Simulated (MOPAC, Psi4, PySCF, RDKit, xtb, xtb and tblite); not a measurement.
Two geometries of C₄H₈O₃, SMILES C(COC)(OC)=O, relaxed at GFN2-xTB with one dihedral held; other torsions can differ between them too.

Structure A

```
15

C     -2.5390     0.4933    -0.0290
O     -1.9196    -0.5294     0.7176
C     -0.6074    -0.9124     0.3586
C      0.0390    -0.1879    -0.8120
O      0.1383     1.0023    -0.9451
O      0.5474    -1.0733    -1.6743
C      1.2525    -0.5349    -2.7875
H     -3.5311     0.5984     0.4064
H     -2.0026     1.4428     0.0468
H     -2.6347     0.2215    -1.0868
H      0.0454    -0.7374     1.2270
H     -0.6120    -1.9862     0.1351
H      0.5646    -0.0059    -3.4499
H      1.7011    -1.3811    -3.3006
H      2.0193     0.1632    -2.4468
```

Structure B

```
15

C      2.4136    -0.4417    -0.2981
O      1.5427    -0.4830     0.8057
C      0.1752    -0.3925     0.4913
C     -0.6120    -1.6160     0.9540
O     -1.7919    -1.5988     1.1871
O      0.1547    -2.6973     1.0398
C     -0.4848    -3.8877     1.4804
H      3.4202    -0.5027     0.1106
H      2.3070     0.4947    -0.8588
H      2.2483    -1.2876    -0.9751
H      0.0080    -0.2836    -0.5875
H     -0.2594     0.4837     0.9903
H     -1.2533    -4.1910     0.7663
H      0.2938    -4.6427     1.5495
H     -0.9537    -3.7275     2.4529
```

Question: Which is lower in energy at the level B3LYP-D3(BJ)/def2-SVP // GFN2-xTB (Psi4), and by how much?

Answer: B is lower, by 13.42 kJ/mol (dihedral C1–O2–C3–C4: 0° in A, 120° in B).

E(B) − E(A) in kJ/mol at the other levels, on the same two geometries: GFN2-xTB (xtb and tblite) -6.23; MMFF94 // GFN2-xTB (RDKit) -10.73; B3LYP/def2-SVP // GFN2-xTB (Psi4) -15.65; PBE/def2-SVP // GFN2-xTB (Psi4) -13.52; PBE-D3(BJ)/def2-SVP // GFN2-xTB (Psi4) -12.24; UFF // GFN2-xTB (RDKit) -45.97; AM1, restricted, heats of formation // GFN2-xTB (MOPAC) -3.69; PM7, restricted, heats of formation // GFN2-xTB (MOPAC) -1.50; GFN1-xTB // GFN2-xTB (xtb) -0.20; restricted B3LYP/6-31G*, spherical d, density fitting // GFN2-xTB (PySCF) -15.07; restricted BP86/6-31G*, spherical d, density fitting // GFN2-xTB (PySCF) -13.46; restricted Hartree-Fock/STO-3G // GFN2-xTB (PySCF) -11.07; restricted Hartree-Fock/3-21G // GFN2-xTB (PySCF) -9.05.
